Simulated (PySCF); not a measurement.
# `C/C(C(F)=C(F)F)=C(/F)[S-]`: 4 charge schemes on one density

Species: C₅H₃F₄S (charge -1).
Cartesian coordinates in Å at the GFN2-xTB level; atoms count from 1:
```xyz
13
C5H3F4S angstrom
C      1.1632   -0.8009    1.0608
C      0.3125    0.1154    0.2216
C     -0.9096   -0.4300   -0.2687
F     -1.3700   -1.5307    0.4184
C     -1.6912   -0.1083   -1.3151
F     -2.8631   -0.7359   -1.5847
F     -1.4538    0.7982   -2.2707
C      0.7126    1.4126    0.0192
F     -0.1784    2.2361   -0.6224
S      2.1395    2.1234    0.5085
H      1.4402   -1.6974    0.5038
H      2.0650   -0.2697    1.3521
H      0.6286   -1.1125    1.9594
```

Density: PBE0/pcSseg-1 (PySCF); schemes: Mulliken, IAO, Hirshfeld and ESP-fitted. One conformer (not necessarily the lowest) at the GFN2-xTB geometry, without solvent, vibrations or thermal averaging. The pcSseg-1 basis has no diffuse functions, a weakness for an anion.

Task: What partial charge does each atom carry?

Result: In e:

| atom | environment | Mulliken | IAO | Hirshfeld | ESP-fitted |
| --- | --- | --- | --- | --- | --- |
| C1 | allylic carbon | -0.132 | -0.413 | -0.150 | -0.507 |
| C2 | carbon bonded to 3 C | -0.481 | -0.180 | -0.110 | +0.172 |
| C3 | vinylic C–F carbon | +0.236 | +0.197 | +0.018 | -0.047 |
| F4 | vinyl fluorine | -0.318 | -0.303 | -0.112 | -0.172 |
| C5 | =CF2 carbon | +0.475 | +0.419 | +0.080 | +0.224 |
| F6 | vinyl fluorine | -0.300 | -0.282 | -0.128 | -0.184 |
| F7 | vinyl fluorine | -0.259 | -0.253 | -0.098 | -0.145 |
| C8 | vinylic C–F carbon | +0.245 | +0.162 | +0.029 | +0.015 |
| F9 | vinyl fluorine | -0.308 | -0.305 | -0.128 | -0.169 |
| S10 | sulfur bonded to C | -0.454 | -0.450 | -0.443 | -0.556 |
| H11 | methyl hydrogen | +0.084 | +0.119 | +0.015 | +0.109 |
| H12 | methyl hydrogen | +0.118 | +0.161 | +0.012 | +0.132 |
| H13 | methyl hydrogen | +0.094 | +0.127 | +0.016 | +0.128 |

Mean size of the charges over all atoms: Mulliken 0.270 e, IAO 0.259 e, ESP-fitted 0.197 e, Hirshfeld 0.103 e. Each set sums to the total charge, -1, to within 0.001 e. The ESP scheme is a least-squares fit of atom-centred charges to the potential on four shells outside the van der Waals surface, with the total charge fixed.

Lowest charge. The schemes don't all agree: Mulliken C2 (-0.481); IAO S10 (-0.450); Hirshfeld S10 (-0.443); ESP-fitted S10 (-0.556).

Highest charge. All schemes agree: Mulliken C5 (+0.475); IAO C5 (+0.419); Hirshfeld C5 (+0.080); ESP-fitted C5 (+0.224).

Task: How many electrons does the Mulliken scheme count on C5?

Result: Z − q = 6 − (+0.475) ≈ 5.524.

Task: Sum the charges by element, for elements with more than one atom.

Result: 
```
element  atoms  Mulliken     IAO  Hirshfeld  ESP-fitted
      C      5    +0.343  +0.186     -0.134      -0.143
      F      4    -1.185  -1.143     -0.465      -0.670
      H      3    +0.296  +0.407     +0.043      +0.369
```
